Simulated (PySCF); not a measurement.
Correlation energy of Se³⁺ (selenium, charge +3)

[Ar] 3d10 4s2 4p1, 2P determinant. Calculation: PySCF 2.14, in ANO-RCC-VTZP; the spin-free X2C one-electron Hamiltonian (Gaussian nucleus). Frozen: [Ar] 3d10; 3 electrons correlated.

```
  level  correlation energy (mhartree)
   CCSD                         -56.17
    (T)                          -0.64
CCSD(T)                         -56.81
  CCSDT                         -57.01
    FCI                         -57.01
```

Diagnostics: T1 = 0.0073, D1 = 0.0171, largest double amplitude 0.094, weight of the Hartree-Fock determinant in FCI 0.9625 (11774 determinants).

**Question.** Is a single reference adequate?

**Answer.** Mostly. T1 lies below 0.03, but a double amplitude of this size points to a near-degeneracy that CCSD handles and MP2 describes poorly.
